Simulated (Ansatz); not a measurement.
`C#[C][AlH][OH]` + H₂ → `C#[C][AlH2]` + H₂O at 400 K and 1 bar (hydrogenolysis of the Al–O bond).

Calculated with Ansatz (gas phase, PBE0-D4/def2-TZVP geometries, no zero-point term in ΔE). CCSD(T)/CBS adds triple-zeta CCSD(T) − MP2 to the extrapolated MP2 energy (def2 sets, frozen cores). This one scheme is used for every species. Each species was taken in one conformer, which may not be the lowest.

| species | CCSD(T)/CBS energy (Eh) | H − E (kJ/mol) | S (J/(mol·K)) |
| --- | --- | --- | --- |
| `C#[C][AlH][OH]` | -395.10198 | 130.6 | 337.1 |
| H₂ | -1.17544 | 38.0 | 139.0 |
| `C#[C][AlH2]` | -319.85078 | 105.8 | 296.2 |
| H₂O | -76.37941 | 69.8 | 198.6 |

H − E and S are ideal-gas, rigid-rotor, harmonic terms from PBE0-D4/def2-TZVP, for one conformer and one mirror image of each species. The MP2-based limit puts H₂ 0.8 mEh under its directly extrapolated value; such offsets cancel only in part. 1 Eh = 2625.50 kJ/mol, R = 8.31446 J/(mol·K).

**Question.** By hand: ΔE, ΔH, ΔS and ΔG.

**Answer.** ΔE = (-319.85078) + (-76.37941) − (-395.10198) − (-1.17544) = 0.04723 Eh = 124.0 kJ/mol. Δ(H − E) = 105.8 + 69.8 − 130.6 − 38.0 = 7.0, so ΔH = 131.0 kJ/mol. ΔS = 296.2 + 198.6 − 337.1 − 139.0 = 18.7 J/(mol·K). ΔG = 131.0 − 400 × (18.7)/1000 = 123.5 kJ/mol.

**Question.** By hand: the equilibrium constant, and the temperature at which ΔG would vanish if ΔH and ΔS stayed fixed.

**Answer.** log₁₀ K = −ΔG/(RT ln 10) = -16.1. ΔG = 0 at ΔH/ΔS = 7005 K, far beyond where these terms or the molecules hold.

ΔH outweighs TΔS. A doubt of 5 kJ/mol in ΔE shifts log₁₀ K by 0.7 here. Other conformers and mirror images would add mixing entropy, several J/(mol·K) or more a flexible species. These are equilibria of isolated gas molecules and say nothing of rates. Largest T1 diagnostic: 0.014 (customary marks: 0.02 for closed shells, 0.045 for open ones).
